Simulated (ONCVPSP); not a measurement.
**Potentials for manganese (Mn) compared**

Generated with ld1.x 7.5 (TM, RRKJ, ultrasoft, PAW), atompaw 4.2 or ONCVPSP 4.0.1. The cutoff is in Ry: for ld1.x and atompaw files where the sum of valence levels is converged to 10 mRy in a Bessel basis, for ONCV files where the hardest occupied wave has 1 mHa per electron of residual kinetic energy. The error is the largest all-electron minus pseudo excitation energy over each file’s own four to seven test configurations (ionisations up to +4, promotions, holes and added fractions of an electron), all of which were solved. The labels leave out finer settings (local radius, basis sizes, second energies), which also bear on the numbers. Spin-polarised tests are not counted. The rows are a selection from randomly drawn settings: files with unsolved tests, undetermined cutoffs or missed reference levels are left out.

A true bound ghost makes a file unfit for plane-wave use even where its test errors are small: the radial tests pick states by their node count and pass the ghost by.

```csv
potential,cutoff (Ry),largest error (meV),bound ghosts
"ONCV, PBE, scalar-relativistic, rc 1.30/0.85/2.05 (spd), local smoothed, core correction yes, reference 3s2 3p6 3d5 4s1.5, qcut 9.8/11.4/8.5, projectors 2/2/3",104,+112,none
"ONCV, PBE, scalar-relativistic, rc 1.50/1.75/2.05 (spd), local smoothed, core correction yes, reference 3s2 3p6 3d5 4s1.5 4p0.5, qcut 10.6/9.8/8.1, projectors 2/2/3",59,+63,none
"ONCV, PBEsol, scalar-relativistic, rc 1.10/1.10/1.60 (spd), local smoothed, core correction yes, reference 3s2 3p6 3d5 4s2, qcut 11.5/11.8/7.8, projectors 2/3/2",93,+509,none
"ONCV, PBE, scalar-relativistic, rc 2.35/1.45/1.65/2.35 (spdf), local smoothed, core correction yes, reference 3p6 3d5 4s1, qcut 2.8/10.1/7.7/4.1, projectors 2/2/2/2",61,+138,s
"ONCV, LDA (Perdew-Wang 92), scalar-relativistic, rc 0.90/0.85/1.15 (spd), local smoothed, core correction yes, reference 3s2 3p6 3d5, qcut 7.2/8.7/12.7, projectors 2/2/2",390,-35,none
"ONCV, Wu-Cohen, scalar-relativistic, rc 1.30/0.90/1.25/1.10 (spdf), local smoothed, core correction yes, reference 3s2 3p6 3d5 4s1.75, qcut 10.9/8.7/10.4/9.8, projectors 2/1/2/2",98,-42,none
"ONCV, PBE, scalar-relativistic, rc 1.45/1.10/0.95 (spd), local d, core correction yes, reference 3s2 3p6 3d5 4s2, qcut 9.5/14.8/11.2, projectors 2/3/0",171,-17,none
```

Fill in the row for Mn: ONCV, LDA (Perdew-Wang 92), scalar-relativistic, rc 1.55/1.20/0.95 (spd), local smoothed, core correction yes, reference 3s2 3p6 3d5 4s2, qcut 8.2/13.4/10.7, projectors 2/1/2.

cutoff 275 Ry, largest error -16 meV, bound ghosts: none.
